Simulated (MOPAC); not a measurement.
MOPAC input (PM3):

```
PM3 FORCE THERMO(298,298) PRECISE LET CHARGE=1 GEO-OK AUX(PRECISION=9) THREADS=1
H3S2

S    -0.84642446 1   -0.11195198 1    0.55247573 1
S     0.90857638 1    0.11147884 1   -0.57823399 1
H    -1.69062625 1   -0.51743742 1   -0.33616036 1
H     1.74960034 1   -0.55697480 1    0.20099612 1
H    -1.28457672 1    1.10090536 1    0.61386677 1
```

Q: Which zero-point energy does it print?

A: 12.65 kcal/mol, from the harmonic wavenumbers of PM3.
